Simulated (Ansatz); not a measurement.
Geometry optimisation, RKS BHLYP-D4/def2-SVP (Ansatz).

Input:

```yaml
crystal:
  periodic: [false, false, false]
  atoms:
    - { symbol: Ti, position_ang: [0.0, 0.0, 0.0] }
    - { symbol: "N", position_ang: [0.0, 0.0, 2.41] }
    - { symbol: H, position_ang: [-0.877, -0.2713, 2.94] }
    - { symbol: H, position_ang: [0.877, 0.2713, 2.94] }
    - { symbol: F, position_ang: [1.7257, 0.0, -0.6094] }
    - { symbol: F, position_ang: [-0.8619, 1.4933, -0.6094] }
    - { symbol: F, position_ang: [-0.8619, -1.4933, -0.6094] }
    - { symbol: Cl, position_ang: [-2.5338, 0.0081, 0.8419] }
    - { symbol: H, position_ang: [-1.3479, 0.0043, 2.1049] }
basis:
  gaussian: { orbitals: def2-SVP }
hamiltonian:
  xc: { name: BHLYP }
  dispersion: d4
relax:
  f_tol: 0.15
  max_steps: 25
  restrain:
    - { distance: [0, 7], at: 3.57, k: 30.0 }
    - { distance: [8, 1], at: 2.26, k: 30.0 }
    - { distance: [0, 1], at: 2.06, k: 30.0 }
    - { distance: [8, 7], at: 1.37, k: 30.0 }
output:
  orbitals: {}
```

Run as:

```bash
$ ansatz run input.yaml --threads 4 --pin off --max-ram 5120MiB --backend cpu --events-out ev --progress --plain --runs-dir out
```

Q: Where does it end, and by what steps?

A: The forces met the threshold. The restraints hold the end off the free minimum; the threshold counts their pulls, which the force column leaves out. Restrained pairs: Ti1–Cl8 (2.67 → 3.57 Å), N2–H9 (1.38 → 2.26 Å), Ti1–N2 (2.41 → 1.98 Å), Cl8–H9 (1.73 → 1.33 Å). After 8 steps the energy has fallen by 4.588 eV (the restraints' own energy left out); H9 moved furthest, 0.96 Å.

```tsv
step	energy less start (eV)	largest force component (eV/Å)	accepted
0	0.0000	3.559	yes
1	-1.0117	4.056	yes
2	-1.7872	6.112	yes
3	-2.9984	5.361	yes
4	-4.1010	1.903	yes
5	-4.3444	2.123	yes
6	-4.4724	2.190	yes
7	-4.5811	2.262	yes
8	-4.5882	2.285	yes
```

```xyz
9
Properties=species:S:1:pos:R:3
Ti 0.167 -0.050 0.106
N 0.049 -0.018 2.086
H -0.295 -0.834 2.576
H 0.772 0.442 2.624
F 1.834 0.071 -0.314
F -0.613 1.332 -0.563
F -0.487 -1.519 -0.495
Cl -3.171 0.039 1.368
H -2.135 0.550 2.022
```

Time of the run: 32 s on 4 threads of Intel(R) Xeon(R) Platinum 8375C CPU @ 2.90GHz (Ice Lake) (shared host), peak memory 0.35 GiB.
